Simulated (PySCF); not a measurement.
**Relaxation of doublet Cs3**

These are results of UPBE0 in PySCF with Cs def2-TZVP with ECP46; scalar-relativistic core potentials, no spin–orbit coupling; density-fitted integrals, not measurements. A (50,194) grid was used.

A start at or just off a symmetric point, pushed along the force that breaks its symmetry, of C2v symmetry, free to break it:

Coordinates in bohr (charge 0 multiplicity 2):
```
Cs    0.0000    5.6035    0.0000
Cs    4.8796   -2.8017    0.0000
Cs   -4.8796   -2.8017    0.0000
```

Optimiser trace:
```json
{"step": "0", "E − E(last) (kJ/mol)": "5.38", "largest gradient (Eh/bohr)": "0.00197"}
{"step": "1", "E − E(last) (kJ/mol)": "5.02", "largest gradient (Eh/bohr)": "0.00188"}
{"step": "2", "E − E(last) (kJ/mol)": "1.40", "largest gradient (Eh/bohr)": "0.00096"}
{"step": "3", "E − E(last) (kJ/mol)": "0.56", "largest gradient (Eh/bohr)": "0.00074"}
{"step": "4", "E − E(last) (kJ/mol)": "0.45", "largest gradient (Eh/bohr)": "0.00076"}
{"step": "5", "E − E(last) (kJ/mol)": "0.40", "largest gradient (Eh/bohr)": "0.00083"}
{"step": "6", "E − E(last) (kJ/mol)": "0.28", "largest gradient (Eh/bohr)": "0.00085"}
{"step": "7", "E − E(last) (kJ/mol)": "0.13", "largest gradient (Eh/bohr)": "0.00065"}
{"step": "8", "E − E(last) (kJ/mol)": "0.03", "largest gradient (Eh/bohr)": "0.00030"}
{"step": "9", "E − E(last) (kJ/mol)": "0.01", "largest gradient (Eh/bohr)": "0.00008"}
{"step": "10", "E − E(last) (kJ/mol)": "0.00", "largest gradient (Eh/bohr)": "0.00002"}
```

It ends at C2v with Cs–Cs 4.958 Å (×2), Cs–Cs 6.119 Å; Cs–Cs–Cs 51.9° (×2), Cs–Cs–Cs 76.2° (after a last refinement on a finer grid). A frequency run shows a minimum.

Final geometry:
Z-matrix (Å, degrees; charge 0 multiplicity 2):
```
Cs
Cs 1 4.9584
Cs 1 4.9584 2 76.19
```

No spin–orbit coupling is included, which matters more the heavier the element.

The relaxation took 17 s on 2 threads of a shared Arm Neoverse V2 host, with 87 basis functions and 11 gradients. Launch command: `OMP_NUM_THREADS=2 python axn.py task.json out`.
